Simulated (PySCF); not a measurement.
**How methods differ on the ionisation energy of Pb⁴⁴⁺**

Pb⁴⁴⁺ [Kr] 4d2 [4d3/2^2, M_J = 2] → Pb⁴⁵⁺ [Kr] 4d1 [4d3/2^1, M_J = 3/2], as a difference of total energies. Calculation: PySCF 2.14, in an uncontracted even-tempered set (16 s from 5.8 bohr⁻², ratio 2.8; 14 p from 7.5 bohr⁻², ratio 2.8; 9 d from 7.5 bohr⁻², ratio 2.8; 3 f from 27 bohr⁻², ratio 3); the two-component X2C-1e Hamiltonian. Correlated levels: [Ar] 3d10 frozen; the 96 highest virtual spinors dropped. "Screened" scales the spin-orbit matrix elements by Boettger's factors to mimic the two-electron term; Breit and QED terms are absent.

```json
{"method": "GHF (spin-free)", "ionisation energy (eV)": "2214.2"}
{"method": "GMP2 (spin-free)", "ionisation energy (eV)": "2214.1"}
{"method": "GHF (screened spin-orbit)", "ionisation energy (eV)": "2232.0"}
{"method": "GMP2 (screened spin-orbit)", "ionisation energy (eV)": "2232.0"}
```

Breit and QED terms and the two-electron picture change are absent.

The spin-free rows relax to the high-spin LS determinant and lack the spin-orbit shift.

The labels give the starting determinants; with spin-orbit coupling the two ends relaxed to ⟨J²⟩ = 6.01, ⟨L²⟩ = 10.20, ⟨S²⟩ = 1.61 and ⟨J²⟩ = 3.75, ⟨L²⟩ = 6.13, ⟨S²⟩ = 0.88.

For comparison: 2230 ± 4 eV (theoretical estimate listed by NIST; NIST Atomic Spectra Database, ionization energies).
